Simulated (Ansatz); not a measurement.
H4O4Ti, SMILES `[OH][Ti]([OH])([OH])[OH]` at its PBE0-D4/def2-TZVP geometry, where that method's forces vanish. The species carries charge 0 and has multiplicity 1.

| atom | x (Å) | y (Å) | z (Å) |
| --- | --- | --- | --- |
| O1 | -0.007 | -1.077 | -1.444 |
| Ti2 | 0.000 | 0.000 | 0.000 |
| O3 | -1.652 | 0.686 | 0.210 |
| O4 | 1.193 | 1.330 | -0.231 |
| O5 | 0.466 | -0.938 | 1.465 |
| H6 | 0.611 | -1.119 | -2.175 |
| H7 | -2.190 | 0.746 | 1.000 |
| H8 | 1.042 | 2.259 | -0.408 |
| H9 | 0.538 | -1.886 | 1.584 |

Task: For each bond, give half the difference of the two atoms' forces along it (eV/Å; positive pushes the atoms apart) under PBE-D4, r2SCAN-D4, B3LYP-D4, ωB97M-V in def2-TZVPP. (An estimate is asked.)

Result: The calculation gave: 
| bond | length (Å) | PBE-D4 | r2SCAN-D4 | B3LYP-D4 | ωB97M-V |
| --- | --- | --- | --- | --- | --- |
| O1–Ti2 | 1.801 | 0.14 | 0.14 | 0.15 | 0.06 |
| O1–H6 | 0.958 | 0.29 | -0.03 | -0.06 | -0.07 |
| Ti2–O3 | 1.801 | 0.14 | 0.14 | 0.15 | 0.06 |
| Ti2–O4 | 1.801 | 0.14 | 0.14 | 0.15 | 0.06 |
| Ti2–O5 | 1.801 | 0.14 | 0.14 | 0.15 | 0.06 |
| O3–H7 | 0.958 | 0.29 | -0.03 | -0.06 | -0.07 |
| O4–H8 | 0.958 | 0.29 | -0.03 | -0.06 | -0.07 |
| O5–H9 | 0.958 | 0.29 | -0.03 | -0.06 | -0.07 |

B3LYP here is the variant with VWN-RPA as its local correlation; programs differ in this.

Program: Ansatz 0.2.0.
